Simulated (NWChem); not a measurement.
## A calculation on AuCl

SMILES: [Au][Cl]
```xyz
2

Au     0.0000     0.0000    -0.3990
Cl     0.0000     0.0000     1.8540
```
Charge 0, spin multiplicity 1.

All runs are NWChem calculations. Structure: optimised with PBE0/def2-SVP with def2 effective core potentials on Au, a minimum by its harmonic frequencies.

Symmetry labels belong to the abelian group C2v used in the runs, with the axes of the coordinates shown; states degenerate in a higher group split over its labels.

Effective core potentials replace the inner electrons of Au; spin-orbit coupling is left out. The structure started from a generated list of species.

Q: List the lowest 3 singlet excitations that TD-PBE/def2-SVPD with def2 effective core potentials on Au gives, with oscillator strengths.

A: 
```
state  symmetry  energy (eV)  wavelength (nm)      f
-----  --------  -----------  ---------------  -----
1            b1         2.24              553  0.005
2            b2         2.24              553  0.005
3            a1         2.97              418  0.032
```
